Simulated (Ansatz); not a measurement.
A nudged elastic band was laid between two geometries of C₃H₇Al (11 atoms, charge 0, multiplicity 1).

Level of theory: RHF/def2-SVP in Ansatz.

| Item | Value |
| --- | --- |
| movable images | 5 |
| climbing image | yes |
| spring | 5.0 eV/Å² |
| optimiser | quadratic models (default) |
| start path | IDPP |
| force threshold | 0.03 eV/Å |
| iteration limit | 60 |
| end points | relaxed |

First end point:

```xyz
11
Properties=species:S:1:pos:R:3
C -0.889 1.375 -0.123
C 0.297 0.874 0.224
C 1.019 -0.248 -0.467
Al -0.119 -1.670 0.309
H -1.369 2.142 0.471
H -1.403 1.063 -1.027
H 0.748 1.242 1.143
H 0.911 -0.192 -1.552
H 2.079 -0.261 -0.212
H 0.104 -2.135 1.804
H -1.314 -2.247 -0.550
```

Last end point:

```xyz
11
Properties=species:S:1:pos:R:3
C -0.891 1.372 -0.127
C 0.296 0.876 0.223
C 1.020 -0.247 -0.464
Al -0.119 -1.668 0.313
H -1.373 2.141 0.462
H -1.401 1.056 -1.032
H 0.746 1.249 1.139
H 0.916 -0.193 -1.549
H 2.078 -0.260 -0.205
H -1.304 -2.258 -0.551
H 0.098 -2.124 1.810
```

(1) What changes between the two ends?

(2) Give the energies along the band, and the barrier.

(3) What is the geometry of the highest image?

(4) What are the harmonic wavenumbers there?

Results:

(1) No bond is made or broken. The dihedral C2–C3–Al4–H10 goes from -77 to 98°. The two ends are copies of one structure, up to a mirror image or an exchange of like atoms.

(2) It converged. The highest image is number 2 of 0 to 6, 0.053 eV above the ends, which have the same energy within 2 meV. A vibrational analysis at the climbing image gives one clearly imaginary mode, 86i cm⁻¹: a first-order saddle point.

```tsv
image	path coordinate (Å)	energy (eV)	dihedral C2–C3–Al4–H10 (°)
0	0.00	0.000	-77
1	1.17	0.027	-98
2	2.35	0.053	-136
3	3.48	0.041	-171
4	4.61	0.024	154
5	5.75	0.012	117
6	6.88	0.000	98
```

(3) 
```xyz
11
Properties=species:S:1:pos:R:3
C -0.751 1.640 -0.643
C 0.076 1.001 0.171
C 0.817 -0.272 -0.121
Al -0.047 -1.904 0.613
H -1.262 2.542 -0.330
H -0.948 1.292 -1.651
H 0.225 1.415 1.166
H 0.888 -0.423 -1.205
H 1.845 -0.208 0.249
H 0.820 -3.007 1.348
H -1.599 -2.133 0.425
```

(4) 86i, 96, 208, 417, 466, 568, 613, 745, 796, 859, 996, 1033, 1084, 1136, 1234, 1300, 1421, 1530, 1563, 1846, 2004, 2020, 3146, 3208, 3280, 3296, 3388 cm⁻¹.

Run time: 2.1 min on 1 thread of Arm Neoverse V1, on a shared host, peak memory 0.17 GiB.
